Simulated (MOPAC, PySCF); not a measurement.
Stepwise substitution at one centre (Sn Cl-H). Isolated molecules, 0 K electronic values unless said otherwise. Strings in code marks are SMILES.

Quantity: vertical ionisation energy (energy after one electron is removed minus that of the parent at the parent's geometry), in eV.

Level 1: B3LYP-D3(BJ)/def2-TZVP (PySCF)
Level 2: minus the HOMO energy of B3LYP-D3(BJ)/def2-TZVP (PySCF)
Level 3: minus the HOMO energy of PM3 // B3LYP-D3(BJ)/def2-TZVP (MOPAC)
Level 4: minus the HOMO energy of PM6 // B3LYP-D3(BJ)/def2-TZVP (MOPAC)

```
species           level 2  level 3  level 4
----------------  -------  -------  -------
`[SnH4]`             8.97    12.85    11.28
`[Cl][SnH2][Cl]`     8.68    11.12    11.01
`[Cl][SnH3]`         8.34    10.80    10.60
```

Problem. What does level 1 give for each?

Solution. 
- `[SnH4]`: 11.51
- `[Cl][SnH2][Cl]`: 10.88
- `[Cl][SnH3]`: 10.86
